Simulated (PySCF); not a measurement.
C₃H₂F₃O (doublet state).
Structure used (GFN2-xTB), in Å, numbered top down from 1:
```
atom  x, y, z in Å
F1     2.222    0.171    0.897
C2     1.393   -0.108   -0.103
F3     1.475   -1.394   -0.443
C4     0.062    0.513   -0.110
F5     0.087    1.759    0.423
C6    -1.218   -0.236   -0.002
O7    -0.757    0.358   -1.192
H8    -1.196   -1.318    0.028
H9    -2.053    0.260    0.477
```

The hyperfine couplings belong to this conformer and change with its torsions.

Identity: `F[C](F)[C@]1(F)CO1` [radical].

Computed with UKS B3LYP, pcH-1 on C F H O, non-relativistic, mean-field spin-orbit, GIAO in PySCF. The structure is a single GFN2-xTB conformer in the gas phase; no vibrational or solvent corrections. A GFN2-xTB geometry isn't a minimum of the functional, and hyperfine couplings can be far from their values at a DFT geometry. The SCF solution wasn't tested for stability.

Question: What is the g tensor, term by term?

Answer: 
| Δg (ppm) | 1 | 2 | 3 |
| --- | --- | --- | --- |
| relativistic mass correction | -250 | -250 | -250 |
| gauge correction | 21 | 17 | 28 |
| orbital Zeeman/spin–orbit | 10 | 2507 | 2948 |
| total | -220 | 2273 | 2726 |

So g = 2.00210, 2.00459, 2.00505 and g_iso = 2.00391; the tensor is rhombic: the two nearest values differ by 15 % of g3 − g1. Axes: g2 points within 15° of the F1–C2 bond and g3 points within 13° of the C2–F3 bond.

Question: What are the electron Larmor frequencies g μB B/h along the three axes at 3350 mT?

Answer: 93.8733, 93.9902, 94.0114 GHz for g1, g2 and g3, a range of 138.1 MHz.

Question: At 33.906 GHz, how far is the centre of the isotropic spectrum from where a free electron (g = 2.002319) resonates?

Answer: B = hν/(g μB) with μB/h = 13.99624 MHz/mT gives 1209.85 mT for the free electron and 1208.89 mT at g_iso, 0.96 mT lower.

Question: Average each term over the three axes. Which is largest in size?

Answer: The orbital-Zeeman/spin–orbit term 1822, the mass correction -250 and the gauge correction 22 ppm, for a total of 1593 ppm. The orbital-Zeeman/spin–orbit term is the largest in size. The mass correction is the same along every axis, so the anisotropy comes from the other two: their spans along these axes are 11 (gauge) and 2939 ppm (orbital Zeeman/spin–orbit).

Question: In a frozen sample, at which fields do the three g values resonate at 9.5, 34, 94 and 263 GHz (hyperfine left aside), and which band first spreads them over more than twice a line width of 0.5 mT?

Answer: 
```
band    GHz  B(g3) mT  B(g2) mT  B(g1) mT  spread mT
   X    9.5    338.52    338.60    339.02       0.50
   Q   34.0   1211.56   1211.83   1213.34       1.78
   W   94.0   3349.59   3350.35   3354.52       4.93
   J  263.0   9371.73   9373.85   9385.52      13.79
```

The spread grows in proportion to the frequency. Q band is the first where it exceeds 1.0 mT.

Largest spin populations (Mulliken): C2 (+0.81), C6 (+0.10) and F1 (+0.06). C2 is the only atom above +0.15. The angles at C2 add up to 347.1°, so it is slightly pyramidal.

The HOMO–LUMO gaps are 7.90 eV among the α and 6.50 eV among the β orbitals.

Hardware: one thread of an AMD EPYC 7B13, shared host with 96 logical CPUs at a one-minute load of 17. Cost: 22 s (grids of density and orbitals included), 0.68 GiB resident at most.
